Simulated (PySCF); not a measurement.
Relaxation of triplet NiH4

These are results of UPBE0 in PySCF with Ni def2-TZVP, H def2-TZVP; no relativity; density-fitted integrals, not measurements. A (50,194) grid was used.

A start displaced from a saddle point along its imaginary mode, with no symmetry imposed:

```xyz
5
charge 0 multiplicity 3, angstrom
Ni    0.0037    0.0036    0.0000
H     1.4229   -0.1106    0.5209
H    -1.4077   -0.1105    0.4392
H    -0.1128    1.4227   -0.5201
H    -0.1129   -1.4078   -0.4401
```

Optimiser trace:
```csv
step,E − E(last) (kJ/mol),largest gradient (Eh/bohr)
0,190.15,0.00408
1,188.65,0.00353
2,186.63,0.00413
3,183.79,0.00517
4,179.65,0.00669
5,173.00,0.00924
6,160.35,0.01421
7,130.63,0.02461
8,63.05,0.02981
9,46.08,0.01914
10,37.64,0.02533
11,24.11,0.01517
12,12.37,0.00567
13,8.39,0.00705
14,6.83,0.00893
15,4.31,0.00613
16,1.37,0.00566
17,0.63,0.00401
18,0.14,0.00123
19,0.06,0.00034
20,0.03,0.00045
21,0.00,0.00034
22,0.00,0.00014
```

It ends at C1 with H–H 0.751 Å, Ni–H 1.535 Å (×2); H–Ni–H 128.8° (after a last refinement on a finer grid). The molecule has come apart into NiH₂ + H₂. No frequency check is given, so it may be a saddle point.

Final geometry:
Coordinates in bohr (charge 0 multiplicity 3):
```
Ni    0.1247    0.0663   -0.0788
H     2.6379   -0.6159    1.2026
H    -3.8865   -3.0306    0.4455
H    -0.7407    2.6234   -1.1388
H    -3.1277   -3.8045   -0.4719
```

Other spin states or occupations of the open shell can lie lower. At this level a singlet minimum of D2d symmetry lies 88 kJ/mol below this structure.

The relaxation took roughly 100 core-seconds on a shared host.
